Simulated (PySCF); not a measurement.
# Exercise with solution: oscillator strength and radiative lifetime

Pb(Cl)(SiH3) (ClH3PbSi), SMILES [SiH3][Pb][Cl] (connectivity only; charge and spin as stated), neutral, multiplicity 1.

The structure is a stationary point at B3LYP-D3(BJ)/def2-SVP. The def2 effective core potentials stand for the cores of Pb; spin–orbit coupling is left out.

PySCF with TDDFT-ωB97X/def2-SVPD puts the first singlet state with f over 0.02 at 5.73 eV (vertical), with the transition dipole (0.976, 1.902, 0.000) in atomic units.

Q: Find the oscillator strength, the wavelength and the radiative lifetime that this transition would have in vacuum if emission retraced absorption.

A: 
|μ|² = 4.5702 au, so |μ| = 5.43 D. ΔE = 5.73/27.211 = 0.2106 hartree. f = (2/3) ΔE |μ|² = 0.642 (the program prints 0.642).
λ = 1239.84/5.73 = 216 nm; ν = 46216 cm⁻¹.
Einstein's coefficient A = 0.6670 ν² f s⁻¹ (ν in cm⁻¹) = 9.1e8 s⁻¹, so τ = 1/A = 1.1 ns. This state is S6; the lower singlets have f = 0.001, 0.007, 0.007, 0.003, 0.016. The figure is the radiative limit of this one transition; relaxation, internal conversion, crossing to triplets and a medium change what is measured.
